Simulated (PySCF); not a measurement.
Heteronuclear NMR

Molfile (atoms numbered from 1):
```
C3H12N2OSi
     RDKit          3D

 19 18  0  0  0  0  0  0  0  0999 V2000
    2.5239    0.3707    0.3469 C   0  0  0  0  0  0  0  0  0  0  0  0
    1.7206    0.4202   -0.9457 C   0  0  0  0  0  0  0  0  0  0  0  0
    0.6190   -0.4413   -0.8856 O   0  0  0  0  0  0  0  0  0  0  0  0
   -0.8751   -0.1328   -0.3271 Si  0  0  0  0  0  4  0  0  0  0  0  0
   -1.6214   -1.8491   -0.0396 C   0  0  0  0  0  0  0  0  0  0  0  0
   -0.8652    0.7074    1.1915 N   0  0  0  0  0  0  0  0  0  0  0  0
   -1.6593    0.8704   -1.5187 N   0  0  0  0  0  0  0  0  0  0  0  0
    1.8874    0.6585    1.1786 H   0  0  0  0  0  0  0  0  0  0  0  0
    3.3760    1.0430    0.2878 H   0  0  0  0  0  0  0  0  0  0  0  0
    2.8777   -0.6421    0.5200 H   0  0  0  0  0  0  0  0  0  0  0  0
    1.3887    1.4454   -1.1441 H   0  0  0  0  0  0  0  0  0  0  0  0
    2.3389    0.0868   -1.7876 H   0  0  0  0  0  0  0  0  0  0  0  0
   -1.2309   -2.3076    0.8613 H   0  0  0  0  0  0  0  0  0  0  0  0
   -2.6999   -1.7872    0.0613 H   0  0  0  0  0  0  0  0  0  0  0  0
   -1.4034   -2.5130   -0.8685 H   0  0  0  0  0  0  0  0  0  0  0  0
   -0.5305    1.6587    1.1880 H   0  0  0  0  0  0  0  0  0  0  0  0
   -1.6926    0.6527    1.7621 H   0  0  0  0  0  0  0  0  0  0  0  0
   -2.6108    1.1582   -1.3557 H   0  0  0  0  0  0  0  0  0  0  0  0
   -1.5528    0.6103   -2.4867 H   0  0  0  0  0  0  0  0  0  0  0  0
  1  2  1  0
  2  3  1  0
  3  4  1  0
  4  5  1  0
  4  6  1  0
  4  7  1  0
  1  8  1  0
  1  9  1  0
  1 10  1  0
  2 11  1  0
  2 12  1  0
  5 13  1  0
  5 14  1  0
  5 15  1  0
  6 16  1  0
  6 17  1  0
  7 18  1  0
  7 19  1  0
M  END
```

PySCF 2.14 calculation with shielding tensors at PBE0/pcSseg-1 (GIAO) and geometry: GFN2-xTB; one computed conformer, one averaged value for each set of equivalent atoms, no solvent, no relativistic terms.

Question: Where does ²⁹Si resonate?

Answer: 
| atoms | environment | σ (ppm) | δ (ppm) |
| --- | --- | --- | --- |
| Si4 | silicon bonded to C, 2 N, O | 372.7 | -26.4 |

Shieldings were converted by a linear fit to measured shifts: ²⁹Si (scatter 8.9 ppm rms, 25.8 ppm with the 6 outliers that the fit left out vs TMS, solution or neat liquid). A few per cent of atoms miss by over 2 rms, more outside the fitted compound classes.

On a 300 MHz spectrometer ²⁹Si resonates near 59.6 MHz, so 1 ppm is 59.6 Hz.

Question: Predict the ¹⁵N NMR data.

Answer: 
```csv
atoms,environment,σ (ppm),δ (ppm)
N6/N7,"nitrogen bonded to Si, 2 H",236.3,-365.8
```

Shieldings were converted by a linear fit to measured shifts: ¹⁵N (scatter 6.3 ppm rms vs CH3NO2, solution or neat liquid). Occasional misses reach two or three times the rms, and more in compound classes unlike the fitted ones.

On a 400 MHz spectrometer ¹⁵N resonates near 40.5 MHz, so 1 ppm is 40.5 Hz.

Question: Where does ¹⁷O resonate?

Answer: 
```json
{"atoms": "O3", "environment": "oxygen bonded to C, Si", "σ (ppm)": "275.2", "δ (ppm)": "16.0"}
```

Shieldings were converted by a linear fit to measured shifts: ¹⁷O (scatter 10.7 ppm rms, 12.2 ppm with the 3 outliers that the fit left out vs liquid water, solution or neat liquid). Occasional misses reach two or three times the rms, and more in compound classes unlike the fitted ones.

On a 300 MHz spectrometer ¹⁷O resonates near 40.7 MHz, so 1 ppm is 40.7 Hz.
